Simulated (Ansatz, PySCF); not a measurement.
C$_{6}$H$_{5}$Cl, charge -1, doublet, at the geometry of the source list (a state made from the parent by changing its charge; the spin is typed, not shown lowest) (a gas-phase anion, which may not be bound at this level), with bond 8-3 at 1.8 times its length. Base run: PySCF with CASSCF(3,3)/STO-3G.

Here is a job for PySCF.
```python
from pyscf import gto, scf, mcscf
import numpy

mol = gto.M(
    atom='''
Cl    3.043300    0.207900   -0.010800
C     1.316800    0.090000   -0.005600
C     0.554600    1.246700    0.007500
C    -0.826200    1.144800    0.012600
C    -1.436200   -0.098400    0.005100
C    -0.662900   -1.246800   -0.007300
C     0.718800   -1.159300   -0.012900
H     1.423280    2.984060    0.016680
H    -1.425500    2.042900    0.022400
H    -2.513300   -0.171100    0.010300
H    -1.133600   -2.218400   -0.011300
H     1.327000   -2.050200   -0.022600
''',
    basis='sto-3g',
    charge=-1,
    spin=1,
    verbose=3,
)

mf = scf.ROHF(mol)
mf.kernel()
mc = mcscf.CASSCF(mf, 3, 3)
mc.fix_spin_(ss=0.75)
mc.kernel()
occ = numpy.linalg.eigvalsh(mc.fcisolver.make_rdm1(mc.ci, mc.ncas, mc.nelecas))[::-1]
ss = mc.fcisolver.spin_square(mc.ci, mc.ncas, mc.nelecas)[0]
print('natural occupations', occ.round(4), ' <S^2>', round(ss, 4))
```

Programs used: Ansatz (a quantum-chemistry and plane-wave program), PySCF; a row that names a program was run with it.

Each row names what was changed in the base input (with any setting that the change needs).

```tsv
change	ΔE vs base (kcal/mol)	natural occupations	<S^2> of the state	outcome
base	0.000	1.94 1.00 0.06	0.75	converged
orbitals = fixed (CASCI); correction = SC-NEVPT2	-200.9	2.00 1.00 0.00	0.75	converged
active space = 9 electrons, 9 orbitals	-57.00	1.98 1.95 1.89 1.89 1.00 0.12 0.10 0.05 0.02	0.75	converged
fix_spin_ = off	0.000	1.94 1.00 0.06	0.75	converged
conv_tol = 1e-5	12.92	2.00 1.00 0.00	0.75	converged
solver = newton	0.72	1.94 1.00 0.06	0.75	converged
correction = SC-NEVPT2	-201.3	1.94 1.00 0.06	0.75	converged
active space = 5 electrons, 4 orbitals	-	-	-	not converged
code = ansatz; correction = SC-NEVPT2, all electrons	-201.8	-	-	converged
orbitals = fixed (CASCI)	12.92	2.00 1.00 0.00	0.75	converged
code = ansatz	0.024	-	-	converged
```

Active orbitals are taken around the Fermi level unless the row says otherwise; CASSCF can end in different local minima, and two programs can end on different orbitals. State-averaged rows give the lowest state.

Open shells are given as the SCF converged; they aren't shown to be the lowest states, and a large step between rows can be another state.

Ansatz warned in this series: other orbitals give a lower active-space energy.

A gas-phase anion may not be bound at this level; its values then depend on the basis.
